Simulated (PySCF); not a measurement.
Partial charges of `CCCO[SiH3]`

Compound: C3H10OSi.
Structure used (GFN2-xTB), in Å, numbered top down from 1:
```
atom  x, y, z in Å
C1    -2.3943   -0.0720    0.5774
C2    -1.1467    0.5846    0.0010
C3     0.1024   -0.2534    0.2577
O4     1.2200    0.3870   -0.2839
Si5    2.7721   -0.0672   -0.2891
H6    -2.2975   -0.2014    1.6531
H7    -2.5535   -1.0502    0.1291
H8    -3.2697    0.5424    0.3828
H9    -0.9998    1.5699    0.4472
H10   -1.2571    0.7218   -1.0764
H11    0.2454   -0.3938    1.3372
H12   -0.0117   -1.2467   -0.1963
H13    3.2928   -0.2156    1.0749
H14    2.9536   -1.3555   -0.9679
H15    3.3394    1.0581   -1.0111
```

Density: PBE0/pcSseg-1 (PySCF); schemes: Mulliken, IAO, Hirshfeld and ESP-fitted. Geometry: GFN2-xTB, one conformer, isolated molecule.

At which atom do the 4 schemes differ most?

At Si5: from +0.379 (Hirshfeld) to +0.877 e (IAO), 0.498 e apart.

For which atoms does the sign change between the 4 schemes (beyond +0.03 e in one, beyond −0.03 e in another)?

C2 and C3.

Which atoms carry the highest charge in the Mulliken, IAO, Hirshfeld and ESP-fitted schemes?

All schemes agree: Mulliken Si5 (+0.705); IAO Si5 (+0.877); Hirshfeld Si5 (+0.379); ESP-fitted Si5 (+0.632).

What partial charge does each atom carry?

In e:

| atom | environment | Mulliken | IAO | Hirshfeld | ESP-fitted |
| --- | --- | --- | --- | --- | --- |
| C1 | methyl carbon | -0.290 | -0.422 | -0.115 | -0.369 |
| C2 | chain CH2 carbon | -0.283 | -0.253 | -0.071 | +0.142 |
| C3 | sp3 carbon bound to oxygen | +0.103 | -0.038 | +0.012 | +0.286 |
| O4 | silyl ether oxygen | -0.639 | -0.644 | -0.222 | -0.542 |
| Si5 | oxygen-bound silicon | +0.705 | +0.877 | +0.379 | +0.632 |
| H6 | methyl hydrogen | +0.109 | +0.137 | +0.039 | +0.077 |
| H7 | methyl hydrogen | +0.109 | +0.136 | +0.039 | +0.077 |
| H8 | methyl hydrogen | +0.121 | +0.147 | +0.044 | +0.102 |
| H9 | methylene hydrogen | +0.123 | +0.140 | +0.039 | -0.004 |
| H10 | methylene hydrogen | +0.123 | +0.140 | +0.039 | -0.004 |
| H11 | methylene hydrogen | +0.099 | +0.117 | +0.034 | -0.002 |
| H12 | methylene hydrogen | +0.099 | +0.117 | +0.034 | -0.004 |
| H13 | Si–H hydrogen | -0.130 | -0.161 | -0.087 | -0.140 |
| H14 | Si–H hydrogen | -0.130 | -0.161 | -0.087 | -0.138 |
| H15 | Si–H hydrogen | -0.116 | -0.130 | -0.076 | -0.115 |

Mean size of the charges over all atoms: IAO 0.241 e, Mulliken 0.212 e, ESP-fitted 0.176 e, Hirshfeld 0.088 e. Each set sums to the total charge, 0, to within 0.001 e. The IAO scheme projects the occupied orbitals on a minimal set of polarised atomic orbitals and counts the electrons in each atom's part of it.

How many electrons does the Hirshfeld scheme count on C3?

Z − q = 6 − (+0.012) = 5.988.

Sum the charges by element, for elements with more than one atom.

| element | atoms | Mulliken | IAO | Hirshfeld | ESP-fitted |
| --- | --- | --- | --- | --- | --- |
| C | 3 | -0.471 | -0.714 | -0.175 | +0.059 |
| H | 10 | +0.405 | +0.480 | +0.018 | -0.149 |

How closely do the schemes follow one another over all atoms?

Correlation coefficient and root-mean-square difference: Mulliken with IAO 0.98, 0.070 e; IAO with Hirshfeld 0.98, 0.206 e; Mulliken with Hirshfeld 0.97, 0.165 e; Hirshfeld with ESP-fitted 0.89, 0.157 e; Mulliken with ESP-fitted 0.87, 0.139 e; IAO with ESP-fitted 0.87, 0.166 e.

These values come from a run that also computed NMR shieldings. Time: 13 s of wall time; peak memory 0.69 GiB. Hardware: Arm Neoverse V1, one thread, on a shared host.
